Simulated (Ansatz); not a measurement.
`CC1(Cl)C[SiH2]1` → `C=C([SiH3])CCl`  (isomerisation)

Computed with Ansatz on PBE0-D4/def2-TZVP structures; ΔE is electronic, products minus reactants. CCSD(T)/CBS adds triple-zeta CCSD(T) − MP2 to the extrapolated MP2 energy (def2 sets, frozen cores). DFT in def2-TZVPP. B3LYP here is the variant with VWN-RPA as its local correlation; programs differ in this. Each species was taken in one conformer, which may not be the lowest.

CCSD(T)/CBS gives -35.3 kJ/mol.

Problem. Another level gave -21.1 kJ/mol. Which?
A. ωB97X-V/def2-TZVPP
B. SCS-MP2/def2-TZVPP
C. B3LYP/def2-TZVPP
D. PBE/def2-TZVPP

Solution. D. PBE -21.1, ωB97X-V -27.4, SCS-MP2/def2-TZVPP -38.7, B3LYP -44.6 kJ/mol.

Largest T1 diagnostic among the species: 0.011.

In def2-TZVPP, CCSD(T) changes the Hartree–Fock value by +32.1 kJ/mol (the triples alone add +2.3 kJ/mol) and MP2 by +44.0 kJ/mol.
